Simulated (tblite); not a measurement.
Parent: `[CH:1]#[C:2][CH2:3][Si@H:4]1[CH2:5][C@@H:6]([C:7]#[N:8])[CH2:9]1` with C2–C3–Si4–C5 82°, C3–Si4–C5–C6 122°, Si4–C5–C6–C7 -131°, C5–C6–C9–Si4 11°, C3–Si4–C9–C6 -124°, C7H9NSi.

Structures optimised with GFN2-xTB, isolated species. One conformer each, not checked by frequencies here.

```json
{"coordinate of the parent": "C1≡C2", "value": "1.197 Å"}
{"coordinate of the parent": "C2–C3", "value": "1.442 Å"}
{"coordinate of the parent": "C3–Si4", "value": "1.906 Å"}
{"coordinate of the parent": "Si4–C5", "value": "1.914 Å"}
{"coordinate of the parent": "C5–C6", "value": "1.550 Å"}
{"coordinate of the parent": "C6–C7", "value": "1.434 Å"}
{"coordinate of the parent": "C7≡N8", "value": "1.145 Å"}
{"coordinate of the parent": "C6–C9", "value": "1.549 Å"}
{"coordinate of the parent": "Si4–C9", "value": "1.915 Å"}
{"coordinate of the parent": "C1–C2–C3", "value": "179.2°"}
{"coordinate of the parent": "C2–C3–Si4", "value": "111.1°"}
{"coordinate of the parent": "C3–Si4–C5", "value": "117.8°"}
{"coordinate of the parent": "C3–Si4–C9", "value": "116.3°"}
{"coordinate of the parent": "C5–Si4–C9", "value": "76.8°"}
{"coordinate of the parent": "Si4–C5–C6", "value": "90.5°"}
{"coordinate of the parent": "C5–C6–C7", "value": "112.8°"}
{"coordinate of the parent": "C5–C6–C9", "value": "100.3°"}
{"coordinate of the parent": "C7–C6–C9", "value": "112.8°"}
{"coordinate of the parent": "C6–C7–N8", "value": "177.6°"}
{"coordinate of the parent": "Si4–C9–C6", "value": "90.5°"}
```

Task: How does the shared frame change in `[CH:1]#[C:2][CH2:3][Si@@H:4]1[CH2:5][C@H:6]([C:7]#[N:8])[C@@H:9]1[CH3:10]` with C2–C3–Si4–C5 164°, C3–Si4–C5–C6 -126°, Si4–C5–C6–C7 136°, C5–C6–C9–C10 105°, C3–Si4–C9–C6 125°, C8H11NSi? Atoms pair as C1 = C1, C2 = C2, C3 = C3, Si4 = Si4, C5 = C9, C6 = C6, C7 = C7, N8 = N8, C9 = C5 (parent first).

Result: 
```csv
parent,relative,value in the relative,change
C1≡C2,C1≡C2,1.197 Å,0.000
C2–C3,C2–C3,1.442 Å,0.000
C3–Si4,C3–Si4,1.906 Å,0.000
Si4–C5,Si4–C9,1.923 Å,+0.009
C5–C6,C9–C6,1.557 Å,+0.007
C6–C7,C6–C7,1.434 Å,0.000
C7≡N8,C7≡N8,1.145 Å,0.000
C6–C9,C6–C5,1.549 Å,0.000
Si4–C9,Si4–C5,1.914 Å,-0.001
C1–C2–C3,C1–C2–C3,178.9°,-0.3
C2–C3–Si4,C2–C3–Si4,110.7°,-0.4
C3–Si4–C5,C3–Si4–C9,117.9°,+0.1
C3–Si4–C9,C3–Si4–C5,117.1°,+0.8
C5–Si4–C9,C9–Si4–C5,76.8°,0.0
Si4–C5–C6,Si4–C9–C6,89.8°,-0.7
C5–C6–C7,C9–C6–C7,114.9°,+2.1
C5–C6–C9,C9–C6–C5,100.2°,-0.1
C7–C6–C9,C7–C6–C5,112.7°,-0.1
C6–C7–N8,C6–C7–N8,178.2°,+0.6
Si4–C9–C6,Si4–C5–C6,90.4°,-0.1
```

Of the parent's bonds, Si4–C5 changes most (+0.009 Å). Bonds of the relative outside the shared frame: C9–C10 1.523 Å. Point group C1 → C1.

Task: How does the shared frame change in `[CH:1]#[C:2][CH2:3][Si@H:4]1[CH2:5][C@H:6]([CH2:7][C:8]#[N:9])[CH2:10]1` with C2–C3–Si4–C5 -45°, C5–C6–C7–C8 -176°, C3–Si4–C5–C6 123°, Si4–C5–C6–C7 107°, C5–C6–C10–Si4 11°, C3–Si4–C10–C6 -122°, C8H11NSi? Atoms pair as C1 = C1, C2 = C2, C3 = C3, Si4 = Si4, C5 = C5, C6 = C6, C7 = C7, C9 = C10 (parent first).

Result: 
| parent | relative | value in the relative | change |
| --- | --- | --- | --- |
| C1≡C2 | C1≡C2 | 1.197 Å | 0.000 |
| C2–C3 | C2–C3 | 1.443 Å | +0.001 |
| C3–Si4 | C3–Si4 | 1.910 Å | +0.004 |
| Si4–C5 | Si4–C5 | 1.912 Å | -0.002 |
| C5–C6 | C5–C6 | 1.544 Å | -0.006 |
| C6–C7 | C6–C7 | 1.531 Å | +0.097 |
| C6–C9 | C6–C10 | 1.545 Å | -0.004 |
| Si4–C9 | Si4–C10 | 1.910 Å | -0.005 |
| C1–C2–C3 | C1–C2–C3 | 178.4° | -0.8 |
| C2–C3–Si4 | C2–C3–Si4 | 111.4° | +0.3 |
| C3–Si4–C5 | C3–Si4–C5 | 116.7° | -1.1 |
| C3–Si4–C9 | C3–Si4–C10 | 117.2° | +0.9 |
| C5–Si4–C9 | C5–Si4–C10 | 76.4° | -0.4 |
| Si4–C5–C6 | Si4–C5–C6 | 91.0° | +0.5 |
| C5–C6–C7 | C5–C6–C7 | 111.1° | -1.7 |
| C5–C6–C9 | C5–C6–C10 | 99.9° | -0.4 |
| C7–C6–C9 | C7–C6–C10 | 111.7° | -1.1 |
| Si4–C9–C6 | Si4–C10–C6 | 91.0° | +0.5 |

Of the parent's bonds, C6–C7 changes most (+0.097 Å). Bonds of the relative outside the shared frame: C7–C8 1.439, C8≡N9 1.143 Å. Point group C1 → C1.

Task: How does the shared frame change in `[CH:1]#[C:2][CH2:3][NH:4][Si@H:5]1[CH2:6][C@H:7]([C:8]#[N:9])[CH2:10]1` with C2–C3–N4–Si5 157°, C3–N4–Si5–C6 -171°, N4–Si5–C6–C7 120°, Si5–C6–C7–C8 107°, C6–C7–C10–Si5 10°, N4–Si5–C10–C7 -117°, C7H10N2Si? Atoms pair as Si4 = Si5, C5 = C6, C6 = C7, C7 = C8, N8 = N9, C9 = C10 (parent first).

Result: 
| parent | relative | value in the relative | change |
| --- | --- | --- | --- |
| Si4–C5 | Si5–C6 | 1.902 Å | -0.012 |
| C5–C6 | C6–C7 | 1.548 Å | -0.002 |
| C6–C7 | C7–C8 | 1.433 Å | -0.001 |
| C7≡N8 | C8≡N9 | 1.145 Å | 0.000 |
| C6–C9 | C7–C10 | 1.551 Å | +0.002 |
| Si4–C9 | Si5–C10 | 1.911 Å | -0.004 |
| C5–Si4–C9 | C6–Si5–C10 | 77.4° | +0.6 |
| Si4–C5–C6 | Si5–C6–C7 | 90.5° | 0.0 |
| C5–C6–C7 | C6–C7–C8 | 110.8° | -2.0 |
| C5–C6–C9 | C6–C7–C10 | 100.6° | +0.3 |
| C7–C6–C9 | C8–C7–C10 | 110.7° | -2.1 |
| C6–C7–N8 | C7–C8–N9 | 178.5° | +0.9 |
| Si4–C9–C6 | Si5–C10–C7 | 90.1° | -0.4 |

Of the parent's bonds, Si4–C5 changes most (-0.012 Å). Bonds of the relative outside the shared frame: C1≡C2 1.197, C2–C3 1.451, C3–N4 1.451, N4–Si5 1.713 Å. Point group C1 → C1.

Task: How does the shared frame change in `[CH:1]#[C:2][CH2:3][Si@:4]1([F:5])[CH2:6][C@@H:7]([C:8]#[N:9])[CH2:10]1` with C2–C3–Si4–F5 180°, C3–Si4–C6–C7 -109°, Si4–C6–C7–C8 -131°, C6–C7–C10–Si4 10°, C3–Si4–C10–C7 109°, C7H8FNSi? Atoms pair as C1 = C1, C2 = C2, C3 = C3, Si4 = Si4, C5 = C6, C6 = C7, C7 = C8, N8 = N9, C9 = C10 (parent first).

Result: 
```json
{"parent": "C1≡C2", "relative": "C1≡C2", "value in the relative": "1.197 Å", "change": "0.000"}
{"parent": "C2–C3", "relative": "C2–C3", "value in the relative": "1.444 Å", "change": "+0.002"}
{"parent": "C3–Si4", "relative": "C3–Si4", "value in the relative": "1.900 Å", "change": "-0.006"}
{"parent": "Si4–C5", "relative": "Si4–C6", "value in the relative": "1.906 Å", "change": "-0.008"}
{"parent": "C5–C6", "relative": "C6–C7", "value in the relative": "1.554 Å", "change": "+0.004"}
{"parent": "C6–C7", "relative": "C7–C8", "value in the relative": "1.434 Å", "change": "0.000"}
{"parent": "C7≡N8", "relative": "C8≡N9", "value in the relative": "1.144 Å", "change": "-0.001"}
{"parent": "C6–C9", "relative": "C7–C10", "value in the relative": "1.554 Å", "change": "+0.005"}
{"parent": "Si4–C9", "relative": "Si4–C10", "value in the relative": "1.906 Å", "change": "-0.009"}
{"parent": "C1–C2–C3", "relative": "C1–C2–C3", "value in the relative": "178.5°", "change": "-0.7"}
{"parent": "C2–C3–Si4", "relative": "C2–C3–Si4", "value in the relative": "112.1°", "change": "+1.0"}
{"parent": "C3–Si4–C5", "relative": "C3–Si4–C6", "value in the relative": "120.2°", "change": "+2.4"}
{"parent": "C3–Si4–C9", "relative": "C3–Si4–C10", "value in the relative": "120.2°", "change": "+3.9"}
{"parent": "C5–Si4–C9", "relative": "C6–Si4–C10", "value in the relative": "77.5°", "change": "+0.7"}
{"parent": "Si4–C5–C6", "relative": "Si4–C6–C7", "value in the relative": "90.4°", "change": "-0.1"}
{"parent": "C5–C6–C7", "relative": "C6–C7–C8", "value in the relative": "112.9°", "change": "+0.1"}
{"parent": "C5–C6–C9", "relative": "C6–C7–C10", "value in the relative": "100.3°", "change": "0.0"}
{"parent": "C7–C6–C9", "relative": "C8–C7–C10", "value in the relative": "112.9°", "change": "+0.1"}
{"parent": "C6–C7–N8", "relative": "C7–C8–N9", "value in the relative": "178.3°", "change": "+0.7"}
{"parent": "Si4–C9–C6", "relative": "Si4–C10–C7", "value in the relative": "90.4°", "change": "-0.1"}
```

Of the parent's bonds, Si4–C5 and Si4–C9 change most and about equally (-0.009 to -0.008 Å). Bonds of the relative outside the shared frame: Si4–F5 1.624 Å. Point group C1 → Cs.

Task: How does the shared frame change in `[CH:1]#[C:2][CH2:3][Si@@H:4]1[CH:5]=[C:6]([C:7]#[N:8])[CH2:9]1` with C2–C3–Si4–C5 168°, C7H7NSi? Atoms pair as C1 = C1, C2 = C2, C3 = C3, Si4 = Si4, C5 = C9, C6 = C6, C7 = C7, N8 = N8, C9 = C5 (parent first).

Result: 
| parent | relative | value in the relative | change |
| --- | --- | --- | --- |
| C1≡C2 | C1≡C2 | 1.197 Å | 0.000 |
| C2–C3 | C2–C3 | 1.442 Å | 0.000 |
| C3–Si4 | C3–Si4 | 1.908 Å | +0.002 |
| Si4–C5 | Si4–C9 | 1.932 Å | +0.018 |
| C5–C6 | C9–C6 | 1.512 Å | -0.038 |
| C6–C7 | C6–C7 | 1.401 Å | -0.033 |
| C7≡N8 | C7≡N8 | 1.149 Å | +0.004 |
| C6–C9 | C6=C5 | 1.346 Å | -0.203 |
| Si4–C9 | Si4–C5 | 1.895 Å | -0.020 |
| C1–C2–C3 | C1–C2–C3 | 179.0° | -0.2 |
| C2–C3–Si4 | C2–C3–Si4 | 111.3° | +0.2 |
| C3–Si4–C5 | C3–Si4–C9 | 116.6° | -1.2 |
| C3–Si4–C9 | C3–Si4–C5 | 114.6° | -1.7 |
| C5–Si4–C9 | C9–Si4–C5 | 73.2° | -3.6 |
| Si4–C5–C6 | Si4–C9–C6 | 87.2° | -3.3 |
| C5–C6–C7 | C9–C6–C7 | 124.9° | +12.1 |
| C5–C6–C9 | C9–C6–C5 | 105.9° | +5.6 |
| C7–C6–C9 | C7–C6–C5 | 129.2° | +16.4 |
| C6–C7–N8 | C6–C7–N8 | 179.3° | +1.7 |
| Si4–C9–C6 | Si4–C5–C6 | 93.7° | +3.2 |

Of the parent's bonds, C6–C9 changes most (-0.203 Å). Point group C1 → C1.

The numbers are calculated, not measured.
